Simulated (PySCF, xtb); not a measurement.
SiF₂Cl₂, SMILES F[Si](Cl)(F)Cl.

Harmonic wavenumbers (cm⁻¹) from xtb with GFN2-xTB at its own minimum, in rising order: 129, 145, 208, 226, 255, 479, 616, 852, 875.

Problem. What does B3LYP-D3(BJ)/def2-SVP (PySCF) give at its own minimum? (Estimate from the structure and the level; the computed values follow.)

Solution. 167, 199, 268, 301, 309, 510, 662, 910, 991. Paired by order, the mean absolute difference is 59 cm⁻¹ and the zero-point energies are 5.4 and 6.2 kcal/mol.
